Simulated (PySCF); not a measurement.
Gas-phase XPS of `CC[C@@H]1CCC[CH2][GeH2]1`, computed

Species: C₇H₁₆Ge.
Atom-mapped SMILES: `[CH3:1][CH2:2][C@@H:3]1[CH2:4][CH2:5][CH2:6][CH2:7][GeH2:8]1`

Method: delta-SCF UKS SCAN, pcX-2 on the ionised atom, pcseg-1 elsewhere, spin-free X2C (PySCF). Vertical ΔSCF values, vacuum level as zero.

Give the core binding energies atom by atom.

```
atom(s)                    environment  level  binding energy (eV)  above the level's lowest (eV)  count
     C1                  methyl carbon   C 1s               290.37                          +0.60      1
     C2               chain CH2 carbon   C 1s               290.31                          +0.54      1
     C3  sp3 carbon bound to germanium   C 1s               289.77                           0.00      1
     C4                ring CH2 carbon   C 1s               290.26                          +0.49      1
     C5                ring CH2 carbon   C 1s               290.31                          +0.54      1
     C6                ring CH2 carbon   C 1s               290.38                          +0.61      1
     C7  sp3 carbon bound to germanium   C 1s               289.85                          +0.08      1
```

Lowest listed C 1s: C3, bonded to 2 C, H and Ge. Highest, 0.61 eV above it: C6, bonded to 2 C and 2 H. The values 290.26, 290.31 and 290.31 eV; the values 290.37 and 290.38 eV lie too close for their order to be trusted.

Express the binding energy of C 1s of C3 in atomic units and per mole.

289.77 eV = 10.6489 Eh = 27959 kJ/mol.

Which photon energy gives electrons from C 1s of C3 a kinetic energy of 200 eV, and what is their de Broglie wavelength?

hν = 289.77 + 200 = 489.77 eV, recoil neglected; λ = 12.264 Å/√(E/eV) = 0.87 Å.

No level of germanium is listed. One conformer (not necessarily the lowest) at the PBE0-D3(BJ)/def2-SVP geometry, without solvent, vibrations or thermal averaging.
